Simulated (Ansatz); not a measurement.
Cost and result for the atomization energy of CH$_{8}$InNSi (`N[CH]([SiH3])[InH2]`) (12 atoms, 11 bonds).

```xyz
12

N     0.863   -0.477   -1.416
C    -0.152    0.130   -0.554
Si    0.612    1.426    0.556
In   -1.372   -1.250    0.652
H     1.591   -0.920   -0.870
H     0.475   -1.195   -2.014
H    -0.869    0.675   -1.179
H     1.333    2.492   -0.194
H     1.594    0.778    1.475
H    -0.458    2.042    1.390
H    -2.836   -0.818    1.466
H    -0.781   -2.883    0.687
```

Total charge 0; spin multiplicity 1. Correlated methods include outer-core shells of In, which these sets cover unevenly. In takes the def2 core potential. Geometry: relaxed with PBE0-D4/def2-TZVP. It is one conformer, not always the lowest. Program: Ansatz. All runs use 4 threads of an Arm Neoverse V2 on a shared host. Times are those of one run each, without the atoms' runs, and a repeat can differ threefold. Electronic energies, without spin–orbit coupling; frozen cores. CCSD(T)/CBS adds CCSD(T) − MP2 in def2-TZVPP to the MP2 limit, and its time is that of the two runs behind it. T1 = 0.013. With those shells the extrapolation isn't a true limit. B3LYP takes the VWN-RPA correlation (the form of Gaussian; ORCA's B3LYP/G). HSE06 is the plane-wave form, built on full-range PBE exchange.

CCSD(T)/CBS is a level of theory with its own doubt, some kJ/mol a heavy atom from the limit and from the frozen cores, so smaller differences don't rank the functionals.

```csv
level,functions,wall time,atomization (kJ/mol),difference from CCSD(T)/CBS,per bond
LDA (SPW92)/def2-TZVPP,266,1.4 s,4009.5,465.1,42.3
revPBE-D4/def2-TZVPP,266,2.1 s,3477.4,-67.0,-6.1
BHLYP-D4/def2-TZVPP,266,3.1 s,3456.3,-88.1,-8.0
HSE06-D4/def2-TZVPP,266,3.8 s,3512.4,-32.0,-2.9
r2SCAN-D4/def2-TZVPP (with forces),266,4.9 s,3522.8,-21.6,-2.0
r2SCANh-D4/def2-TZVPP,266,5 s,3506.6,-37.8,-3.4
B3LYP-D4/def2-TZVPP (with forces),266,5.5 s,3530.7,-13.7,-1.3
B2PLYP/def2-TZVPP,266,6 s,3476.0,-68.4,-6.2
CCSD(T)/def2-SVP,112,7 s,3300.7,-243.7,-22.2
B97M-V/def2-TZVPP,266,9 s,3548.4,4.0,0.4
MP2/def2-QZVPP,506,23 s,3489.1,-55.3,-5.0
CCSD(T)/def2-TZVPP,266,3.6 min,3447.6,-96.8,-8.8
CCSD(T)/CBS(def2),–,4 min,3544.4,0.0,0.0
```

From BLYP to BHLYP (50 % exact exchange), in def2-TZVPP and without D4, the atomization energy moves by −29.7 kJ/mol: exact exchange takes away binding that semilocal exchange gives to molecules. The D4 term adds +42.2 kJ/mol with B3LYP and +22.2 kJ/mol with PBE0; it sums over pairs of atoms, weighted by their polarisabilities, and B3LYP, whose exchange is more repulsive, gets the larger term. In def2-TZVPP, CCSD(T) changes the Hartree–Fock value by +946.5 kJ/mol (the triples alone add +46.5 kJ/mol) and MP2 by +930.1 kJ/mol; breaking electron pairs costs correlation energy, which Hartree–Fock lacks.

Spin–orbit coupling would lower the free In atoms strongly, and the atomization energy with them, by more than many differences here.
